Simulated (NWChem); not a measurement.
CH$_{5}$O$_{2}$Sb; SMILES [CH3][Sb]([OH])[OH]

```xyz
9

Sb    -0.0839     0.0650     0.3829
C      1.7167    -0.8151    -0.4736
H      2.0905    -1.6475     0.1539
H      2.5017    -0.0400    -0.5677
H      1.4336    -1.2072    -1.4704
O     -1.1803    -1.1876    -0.7738
H     -2.1215    -1.0883    -0.5296
O     -0.0900     1.7018    -0.7997
H      0.2351     1.4457    -1.6868
```
Atoms are numbered in this order, from 1.

Results from NWChem. All runs use the structure optimised with PBE-D3(BJ)/def2-SVP. def2 effective core potentials on Sb; no spin-orbit coupling. Hybrids' shares of exact exchange are those that their runs print; pure functionals count as 0. The functionals differ in more than this share.

```csv
row,share of exact exchange,orbital gap (eV)
PBE/def2-SVP,0.00,4.81
PW91/def2-SVP,0.00,4.80
B3LYP/def2-SVP,0.20,6.33
B97-2/def2-SVP,0.21,6.52
Hartree-Fock/def2-SVP,1.00,withheld
```

**Question.** Fit a straight line of the last column on the one before it, predict the withheld value, and compare with the run.

**Answer.** 
1. Means of the 4 shown rows: x = 0.103, y = 5.615. Slope Σ(x − x̄)(y − ȳ)/Σ(x − x̄)² = 0.3331/0.04208 = 7.916; intercept 4.804.
2. The shown rows scatter about the line by 0.039 (root mean square); the largest residual is -0.06, at B3LYP/def2-SVP.
3. At x = 1.00 (Hartree-Fock/def2-SVP; beyond the shown range) the line gives 12.72.
4. The run gives 12.40, -0.32 from the line, 8.1 times the scatter.
